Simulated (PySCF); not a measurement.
## AlSi3H9O3

The system: AlSi3H9O3, a molecule; neutral, singlet. The structure, one conformer, was relaxed in the gas phase by PBE0-D3(BJ)/def2-SVP. No frequency run checks that it is a minimum.

SMILES: [SiH3][O][Al]([O][SiH3])[O][SiH3]

```tsv
atom	x (Å)	y (Å)	z (Å)
Si1	-1.498	2.434	-1.689
O2	-0.752	1.228	-0.856
Al3	0.011	-0.002	-0.001
O4	0.104	-1.547	-0.656
Si5	0.145	-3.067	-1.284
O6	0.685	0.315	1.507
Si7	1.349	0.630	2.978
H8	-1.556	2.102	-3.145
H9	-0.749	3.717	-1.522
H10	-2.892	2.620	-1.184
H11	-0.626	-3.121	-2.564
H12	-0.459	-4.038	-0.322
H13	1.557	-3.472	-1.557
H14	0.272	0.845	3.991
H15	2.198	1.858	2.908
H16	2.201	-0.515	3.419
```

Shieldings: GIAO PBE0/pcSseg-1. Shifts are against computed references at the same level: H TMS (σ 31.27 ppm), Si TMS (σ 352.0 ppm). Core levels by delta-SCF with SCAN, pcX-2 on the ionised atom and pcseg-1 elsewhere, spin-free X2C (2p3/2 is the spin-free 2p value less a third of a first-order spin-orbit splitting); from the vacuum level, for chosen atoms.

Problem. Give the shieldings and core levels atom by atom.

Solution. 
| atoms | bonded to | σ (ppm) | δ (ppm) | core level (eV) |
| --- | --- | --- | --- | --- |
| Si1 | 1 O + 3 H | 392.0 | -40.0 | 2p3/2 107.45 |
| O2 | 1 Al + 1 Si | 328.7 | - | 1s 537.64 |
| Al3 | 3 O | 504.1 | - | 2p3/2 81.24 |
| O4 | 1 Al + 1 Si | 328.7 | - | 1s 537.64 |
| Si5 | 1 O + 3 H | 391.9 | -40.0 | - |
| O6 | 1 Al + 1 Si | 328.8 | - | 1s 537.64 |
| Si7 | 1 O + 3 H | 391.9 | -39.9 | - |
| H8 H9 H10 | 1 Si | 26.16 | 5.11 | - |
| H11 H12 H13 | 1 Si | 26.16 | 5.11 | - |
| H14 H15 H16 | 1 Si | 26.16 | 5.11 | - |

Values are those of this one static structure, with the three H of a rotating XH3 group averaged; atoms that internal rotation interchanges would show their mean in an NMR spectrum.

Problem. By CAM-B3LYP/def2-SVPD (TDDFT singlets, Tamm-Dancoff triplets, ionisation by delta-SCF), where does absorption start, and what does vertical ionisation take?

Solution. The first singlet with intensity lies at 7.12 eV (f 0.010); what lies below it is dark. The lowest singlet lies at 6.60 eV (f 0.000), the strongest of the first 6 at 7.12 eV (f 0.010), the lowest triplet at 6.36 eV; vertical ionisation takes 10.57 eV.
